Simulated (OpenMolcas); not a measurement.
A calculation on O2+.

- Program: OpenMolcas 26.06
- Method: SS-RASPT2, IPEA 0.25 Eh, imaginary shift 0.1 Eh (closed shells correlated: 1s)
- Basis: ANO-RCC-VTZP [4s3p2d1f]
- Scalar Hamiltonian: DKH2, point nucleus
- Active space: 4 electrons in 9 orbitals (RAS2 2s 2p; RAS3 3d, at most 2 electrons)
- State averaging: 2S+1 = 3 even, 6 roots; 2S+1 = 1 even, 11 roots; 2S+1 = 5 odd, 1 root; 2S+1 = 3 odd, 9 roots; 2S+1 = 1 odd, 8 roots
- Spin-orbit coupling: state interaction with AMFI integrals over the reference wave functions, term energies averaged over their components

Question: Which level of the active space comes out lowest?

Answer: 2s2 2p2 3P0, with 100 % of that term; it is also the measured ground level.

Question: How high does 2s 2p3 3P* 1 lie?

Answer: 143510 cm-1 above the lowest level.

Question: How high does 2s 2p3 1D* 2 lie?

Answer: 188710 cm-1 above the lowest level; measured 187054 cm-1 above the ground level, so the calculation is off by +1 %.

Question: How high does 2s2 2p2 3P2 lie?

Answer: 311 cm-1 above the lowest level.

Measured values: Moore, Selected Tables of Atomic Spectra, NSRDS-NBS 3, section 11.

Active for correlation alone: 3d; no level in the range computed is led by a configuration that fills it, so any true level of that kind is missing. Measured partners are found by configuration, term and J. A level has none where our copy of the source lacks it or the pairing is in doubt (some pairs that miss far off the trend of their configuration count as doubtful), and it then counts in no deviation. Levels of configurations outside the active space are missing.

* marks odd parity.
